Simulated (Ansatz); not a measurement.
SiH2Me(NHMe) (C2H9NSi), relaxed as a singlet with RKS PBE-D4/def2-SVP in Ansatz, starting from the GFN2-xTB geometry. Force threshold 0.02 eV/Å.

Start:

Cartesian coordinates in Å:
```
C -0.629 -0.598 1.978
C 0.982 0.407 -1.859
N 0.686 -0.099 -0.541
Si -0.748 0.301 0.318
H -0.731 1.760 0.477
H -2.008 -0.080 -0.351
H -1.457 -0.309 2.618
H 0.290 -0.355 2.500
H -0.670 -1.677 1.861
H 1.102 -1.005 -0.389
H 0.541 -0.204 -2.654
H 0.580 1.413 -1.944
H 2.062 0.448 -2.015
```

| step | energy (eV) | largest force component (eV/Å) | SCF passes |
| --- | --- | --- | --- |
| 1 | -11574.5773 | 0.809 | 25 |
| 2 | -11574.6950 | 0.363 | 28 |
| 3 | -11574.7065 | 0.222 | 28 |
| 4 | -11574.7079 | 0.079 | 28 |
| 5 | -11574.7093 | 0.083 | 27 |
| 6 | -11574.7098 | 0.074 | 27 |
| 7 | -11574.7100 | 0.031 | 28 |
| 8 | -11574.7101 | 0.017 | 21 |

Force components are those of the run's own axes.

End:

```xyz
13

C    -0.627   -0.564    2.027
C     1.021    0.432   -1.865
N     0.675   -0.173   -0.590
Si   -0.759    0.233    0.324
H    -0.805    1.738    0.409
H    -2.074   -0.200   -0.302
H    -1.506   -0.298    2.650
H     0.290   -0.231    2.553
H    -0.600   -1.671    1.948
H     1.007   -1.137   -0.498
H     0.512   -0.019   -2.752
H     0.749    1.509   -1.853
H     2.116    0.382   -2.052
```

By distances, no bond broke or formed. The bond that changes most is Si4–H6, from 1.48 to 1.52 Å (atoms count from 1).

No frequencies were taken in this run, so the end may be a saddle point.

It took 15 s on 2 threads of Arm Neoverse V1 on a shared host.
